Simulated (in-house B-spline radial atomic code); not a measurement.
**Ionising Cd with different functionals**

Computed with a B-spline radial code for spherical atoms: scalar-relativistic (spin-free X2C) Hamiltonian, Fermi nucleus of rms radius 4.6087 fm, spin-polarised at highest spin, spherical fractional occupations for the functionals, and exact exchange of hybrids averaged over the configuration. The ionisation energy is the difference of two self-consistent energies, [Kr] 4d10 5s2 → [Kr] 4d10 5s1, without Breit or QED terms; ε is the level of the shell that loses the electron (its least bound occupied spin orbital). There is no spin-orbit coupling in this Hamiltonian.

| method | rung | ΔSCF (eV) | -ε(5s) (eV) |
| --- | --- | --- | --- |
| PBE0 | global hybrid | 8.76 | 6.35 |
| B3LYP | global hybrid | 9.08 | 6.35 |
| TPSSh | global hybrid | 8.73 | 5.86 |
| BHandHLYP | global hybrid | ? | ? |
| r2SCAN0 | global hybrid | 8.70 | 6.53 |
| B97-1 | global hybrid | 8.96 | 6.19 |
| HSE06 | range-separated hybrid | 8.81 | 6.02 |
| wB97X | range-separated hybrid | 8.94 | 8.47 |
| CAM-B3LYP | range-separated hybrid | 8.96 | 7.60 |
| LC-wPBE | range-separated hybrid | ? | ? |

(1) What does LC-wPBE give?

(2) What does BHandHLYP give?

(3) Among the functionals, which spreads more, the ΔSCF values or the orbital energies?

(4) How do they compare with the NIST value?

## Answers

(1) ΔSCF 8.48 eV, and -ε(5s) = 8.49 eV.

(2) ΔSCF 8.65 eV, and -ε(5s) = 7.03 eV.

(3) The orbital energies: ΔSCF values span about 0.61 eV and the orbital energies 2.63 eV; here energy differences depend much less on the functional than eigenvalues do.

(4) NIST lists 8.994 eV (measured, ground level to ground level). Errors run from -0.52 to +0.09 eV; B97-1 is closest (-0.03 eV), but part of that can be cancellation, since the calculations leave out Breit-QED terms.
